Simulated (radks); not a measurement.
Values are calculated unless marked as measured or tabulated.
Charge is removed step by step from the 4s down level of the selenium ion Se+, starting from [Ar] 3d10 4s(up 1, down 1) 4p3. Code: a radial shooting solver on a logarithmic mesh with Libxc functionals. Model: scalar-relativistic Kohn-Sham, LDA (Slater exchange, Perdew-Wang correlation), spin-polarised, spherical densities, point nucleus; open shells are filled with parallel spins first.

\begin{tabular}{lrrr}
removed (e) & E - E(0) (eV) & eigenvalue (eV) & E minus straight line (eV) \\ \hline
0 & 0.000 & -25.525 & 0.000 \\
0.125 & 3.270 & -26.798 & -0.563 \\
0.25 & 6.699 & -28.081 & -0.966 \\
0.375 & 10.290 & -29.372 & -1.208 \\
0.5 & 14.042 & -30.668 & -1.288 \\
0.625 & 17.956 & -31.965 & -1.206 \\
0.75 & 22.032 & -33.256 & -0.963 \\
0.875 & 26.268 & -34.526 & -0.559 \\
1 & 30.659 & -35.703 & 0.000 \\
\end{tabular}

Removing the whole electron costs 30.659 eV by Delta-SCF, against 25.525 eV from minus the eigenvalue at the starting occupation. Slater's transition state (half an electron removed) gives 30.668 eV. Integrating minus the eigenvalue over the occupation (Janak's theorem) gives 30.662 eV. In this scalar-relativistic scheme the density is built from large components alone, so the theorem holds only approximately. The mean slope of the eigenvalue, de/dn, is 10.2 eV per electron.
